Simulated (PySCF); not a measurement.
**(Cl2In-mu-F)2 in a uniform electric field**

(Cl2In-mu-F)2.
Structure used (PBE0-D3(BJ)/def2-SVP), in Å, numbered top down from 1:
```
atom  x, y, z in Å
In1   -0.7136   -0.5030    1.4012
Cl2   -1.5355   -2.6562    1.3935
Cl3   -0.7208    1.1089    3.0475
F4     1.1585   -0.4575    0.4220
In5    0.7493    0.4833   -1.4252
Cl6    0.7597   -1.1322   -3.0674
Cl7    1.5650    2.6386   -1.4078
F8    -1.1244    0.4325   -0.4475
```

Level: PBE0/def2-SVPD (PySCF); nuclei fixed, core orbitals frozen in the response. Permanent dipole (0.012, 0.017, -0.026) D (1 au = 2.5417 D). Static polarisability (au):

```
x    95.54  15.03  -9.22
y    15.03 137.44  11.90
z    -9.22  11.90 122.28
```

Only the terms in μ and α are kept: μ(F) = μ + αF and ΔE = −μ·F − ½ F·αF.

(1) A field of 0.003 au (0.154 V/Å) is applied along each axis in both senses. Find the induced dipole, the size of the total dipole and the two energy terms.

(2) For the field (-0.0003, 0.0021, 0.0012) au, what is the induced dipole, and what angle does it make with the field?

(3) Induction energy −ᾱe²/2R⁴ of a unit charge at 11 Å, the molecule taken as a point?

Results:

(1) 
```
field along  induced x (D)  induced y (D)  induced z (D)  total size (D)  −μ·F (kJ/mol)  −½F·αF (kJ/mol)
         +x          0.729          0.115         -0.070           0.758         -0.037           -1.129
         −x         -0.729         -0.115          0.070           0.724         +0.037           -1.129
         +y          0.115          1.048          0.091           1.074         -0.053           -1.624
         −y         -0.115         -1.048         -0.091           1.043         +0.053           -1.624
         +z         -0.070          0.091          0.932           0.915         +0.081           -1.445
         −z          0.070         -0.091         -0.932           0.965         -0.081           -1.445
```

(2) αF = (-0.021, 0.758, 0.444) D, at 5.7° to the field. The polarisability along this direction, F·αF/F², is 141.16 au, against a mean of 118.42 au.

(3) R = 20.79 bohr, so the energy is −118.4/(2 × 20.79⁴) Eh = -0.833 kJ/mol.

One conformer (not necessarily the lowest) at the PBE0-D3(BJ)/def2-SVP geometry, without solvent, vibrations or thermal averaging. Atoms past krypton carry effective core potentials; spin–orbit coupling is left out.
